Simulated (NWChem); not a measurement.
**Correlation energy of bifluoride (HF2 (-1))**

```
F
H 1 1.1624
F 2 1.1624 1 180.00
```
Charge -1, spin multiplicity 1.

Everything below was run with NWChem. All single points use one geometry, from PBE/def2-SVP, a minimum by its harmonic frequencies.

Basis set: aug-cc-pVTZ. Each correlation energy counts from its own Hartree-Fock reference.

The correlated methods keep 2 core orbitals frozen. The anion's geometry comes from a basis without diffuse functions. Coupled-cluster values serve here as a point of comparison, not as the truth.

```
method      correlation energy (mHa)
----------  ------------------------
MP2                           -581.4
CCSD                             [?]
SCS-MP2                          [?]
CR-CCSD[T]                    -592.1
CR-CCSD(T)                       [?]
```

Problem. Fill in the missing entries.

Solution. 
- CCSD, correlation energy (mHa): -575.5
- SCS-MP2, correlation energy (mHa): -565.1
- CR-CCSD(T), correlation energy (mHa): -590.9
